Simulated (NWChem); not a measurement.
## Correlation energy of OP

SMILES: O=[P]
```xyz
2

P      0.0000     0.0000     0.5214
O      0.0000     0.0000    -0.9777
```
Charge 0, spin multiplicity 2.

All runs are NWChem calculations. The geometry was optimised at UB3LYP/def2-SVP, a minimum by its harmonic frequencies.

Basis set: 6-31G*. Each correlation energy counts from its own Hartree-Fock reference.

The correlated methods keep 6 core orbitals frozen. The Pople sets run with spherical d functions. The structure started from a generated list of species. The unpaired electrons of the parent sit in orbitals of symmetry b2 (C2v labels of the run); other states weren't searched. The stability of the SCF solutions was not checked. Open-shell Hartree-Fock references start from PBE0 orbitals. Coupled-cluster values serve here as a point of comparison, not as the truth.

| method | correlation energy (mHa) | remark |
|---|---|---|
| UMP2 | … | spin-contaminated |
| SCS-UMP2 | -248.5 | spin-contaminated |
| CCSD on UHF | -284.7 | spin-contaminated |
| CCSD[T] on UHF | -297.2 | spin-contaminated |
| CCSD(T) on UHF | -294.6 | spin-contaminated |
| CCSD on ROHF | -290.0 | - |
| CCSD[T] on ROHF | … | - |
| CCSD(T) on ROHF | … | - |
| CCSDT on ROHF | -301.8 | - |

**Question.** Complete the blanks.

**Answer.** 
- UMP2, correlation energy (mHa): -257.9
- CCSD[T] on ROHF, correlation energy (mHa): -303.7
- CCSD(T) on ROHF, correlation energy (mHa): -301.3
